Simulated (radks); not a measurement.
Values are calculated unless marked as measured or tabulated.
All-electron atom: Rh XXVIII in [Ar]. Code: a radial shooting solver on a logarithmic mesh with Libxc functionals. Model: scalar-relativistic Kohn-Sham, LDA (Slater exchange, Perdew-Wang correlation), spin-polarised, spherical densities, point nucleus.

Unscreened Slater integrals over Kohn-Sham orbitals (eV). They are taken over the spin-up orbitals. Empty in this configuration: 3d.

\begin{tabular}{lr}
integral & value \\ \hline
F0(3p,3p) & 70.955 \\
F2(3p,3p) & 35.752 \\
F0(3p,3s) & 69.884 \\
G1(3p,3s) & 45.446 \\
F0(3p,2p) & 94.164 \\
F2(3p,2p) & 23.342 \\
G0(3p,2p) & 9.2848 \\
G2(3p,2p) & 10.167 \\
F0(3p,2s) & 91.433 \\
G1(3p,2s) & 7.3393 \\
F0(3p,3d) & 74.296 \\
F2(3p,3d) & 35.861 \\
G1(3p,3d) & 38.584 \\
G3(3p,3d) & 25.732 \\
F0(3s,3s) & 69.029 \\
F0(3s,2p) & 90.622 \\
G1(3s,2p) & 9.1048 \\
F0(3s,2s) & 88.729 \\
G0(3s,2s) & 7.2644 \\
F0(3s,3d) & 73.108 \\
G2(3s,3d) & 28.967 \\
F0(2p,2p) & 202.25 \\
F2(2p,2p) & 96.026 \\
F0(2p,2s) & 185.36 \\
G1(2p,2s) & 105.43 \\
F0(2p,3d) & 101.69 \\
F2(2p,3d) & 30.025 \\
G1(2p,3d) & 27.628 \\
G3(2p,3d) & 15.918 \\
F0(2s,2s) & 174.68 \\
F0(2s,3d) & 100.45 \\
G2(2s,3d) & 25.805 \\
F0(3d,3d) & 79.968 \\
F2(3d,3d) & 41.192 \\
F4(3d,3d) & 26.610 \\
\end{tabular}
